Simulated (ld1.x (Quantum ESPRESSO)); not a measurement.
## gold: excitation energies, all-electron against TM

* Element: Au (Z = 79)
* Generator: ld1.x (Quantum ESPRESSO) 7.5
* Type: norm-conserving Troullier–Martins (Kleinman–Bylander form)
* Functional: Wu–Cohen
* Relativity: scalar-relativistic
* Frozen core: [Xe] 4f14
* Valence charge: 11
* Reference configuration: 5d10 6s1 6p0
* Partial waves: 6s (bound): rc 2.10 bohr; 5d (bound): rc 1.35 bohr; 6p (bound, empty): rc 2.60 bohr
* Local potential: the p channel
* Core correction: a·sin(br)/r model core inside 0.95 bohr

Energies are relative to the spin-unpolarised reference configuration 5d10 6s1 6p0; without spin polarisation the order of configurations can differ from experiment.

**Question.** Give the all-electron excitation energy and the error of the potential for: 5d10 6s0 6p0; 5d9 6s0 6p0; 5d8 6s0 6p0; 5d10 6s0 6p1; 5d9 6s1 6p0; 5d9 6s1 6p1; 5d9 6s2 6p0.

**Answer.**

| valence configuration | charge | ΔE all-electron (eV) | error AE − PS (meV) |
| --- | --- | --- | --- |
| 5d10 6s0 6p0 | +1 | 9.444 | -19 |
| 5d9 6s0 6p0 | +2 | 30.688 | -154 |
| 5d8 6s0 6p0 | +3 | 64.604 | -649 |
| 5d10 6s0 6p1 | 0 | 5.391 | -6.5 |
| 5d9 6s1 6p0 | +1 | 12.153 | -88 |
| 5d9 6s1 6p1 | 0 | 7.589 | -110 |
| 5d9 6s2 6p0 | 0 | 1.658 | -94 |
